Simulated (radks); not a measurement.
Values are calculated unless marked as measured or tabulated.
Spherical quantum dot in the effective-mass picture: electrons in a well V = -V0 / (1 + exp((r - R)/a)) with V0 = 33.1, R = 1.98, a = 0.067, all in effective atomic units (hartree* = m*/eps^2 hartree, bohr* = eps/m* bohr), one dielectric constant everywhere. Level of theory: non-relativistic Kohn-Sham, r2SCAN, spin-polarised, spherical densities, generalised Kohn-Sham scheme (a radial shooting solver with Libxc functionals). Levels are named by radial order and angular momentum (1s, 1p, 1d, 2s, ...), and open shells are averaged over m.

N = 7, configuration 1s2 1p(up 3, down 2). This is the lowest configuration that the search found. Occupied and some empty levels:

level,occupation,eigenvalue (hartree*),<r> (bohr*)
1s up,1,-27.362,1.137
1s down,1,-27.307,1.133
1p up,3,-26.341,1.272
1p down,2,-26.271,1.272
1d up,0,-24.886,1.365
1d down,0,-24.806,1.365
2s up,0,-23.575,0.9950
2s down,0,-23.533,0.9935
1f up,0,-23.063,1.433
1f down,0,-22.972,1.434

Energy (hartree*): total -202.684, kinetic 13.084, external -229.54, Hartree 17.889, exchange-correlation -4.1197.

Electron density:

r (bohr*),n(r) (e/bohr*^3)
0.0511,0.1867
0.179,0.2033
0.308,0.2380
0.436,0.2865
0.565,0.3422
0.693,0.3961
0.822,0.4395
0.950,0.4636
1.08,0.4604
1.21,0.4253
1.33,0.3594
1.46,0.2707
1.59,0.1756
1.72,0.09078
1.85,0.03332
1.98,0.007365
2.11,0.001092
2.23,0.0001395
2.36,0.00001726
2.49,2.181e-06
